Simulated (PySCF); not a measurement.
F3H3O3Si2.

```xyz
11

Si     0.0000     0.0000     1.1337
F      1.4137     0.4740     1.7467
F     -1.1173     0.9873     1.7467
F     -0.2964    -1.4613     1.7467
Si     0.0000     0.0000    -1.1916
O      0.7727     1.3469    -1.7319
O     -1.5528    -0.0043    -1.7319
O      0.7801    -1.3426    -1.7319
H      1.7222     1.4179    -1.5952
H     -2.0891     0.7825    -1.5952
H      0.3669    -2.2005    -1.5952
```

Geometry optimised at PBE0-D3(BJ)/def2-SVP. The structure was generated by enumeration, and PubChem lists no compound with its InChIKey, so it may never have been made. The values are those of a single conformer.

These are PySCF with PBE/pcSseg-1 values and carry that method's errors. Non-relativistic, no solvent.

Computed absolute GIAO shielding of each atom: isotropic value and principal components (ppm):
```json
[
 {"atom": "Si1", "σ(iso)": "391.6", "σ11": "383.2", "σ22": "383.2", "σ33": "408.3", "span": "25.1"},
 {"atom": "F2", "σ(iso)": "283.5", "σ11": "210.6", "σ22": "253.5", "σ33": "386.6", "span": "176.0"},
 {"atom": "F3", "σ(iso)": "283.5", "σ11": "210.6", "σ22": "253.5", "σ33": "386.6", "span": "176.0"},
 {"atom": "F4", "σ(iso)": "283.5", "σ11": "210.6", "σ22": "253.5", "σ33": "386.6", "span": "176.0"},
 {"atom": "Si5", "σ(iso)": "388.7", "σ11": "346.1", "σ22": "410.0", "σ33": "410.0", "span": "63.9"},
 {"atom": "O6", "σ(iso)": "254.4", "σ11": "215.7", "σ22": "240.4", "σ33": "307.1", "span": "91.4"},
 {"atom": "O7", "σ(iso)": "254.4", "σ11": "215.7", "σ22": "240.4", "σ33": "307.1", "span": "91.4"},
 {"atom": "O8", "σ(iso)": "254.4", "σ11": "215.7", "σ22": "240.4", "σ33": "307.1", "span": "91.4"},
 {"atom": "H9", "σ(iso)": "29.0", "σ11": "22.2", "σ22": "23.5", "σ33": "41.2", "span": "19.0"},
 {"atom": "H10", "σ(iso)": "29.0", "σ11": "22.2", "σ22": "23.5", "σ33": "41.2", "span": "19.0"},
 {"atom": "H11", "σ(iso)": "29.0", "σ11": "22.2", "σ22": "23.5", "σ33": "41.2", "span": "19.0"}
]
```
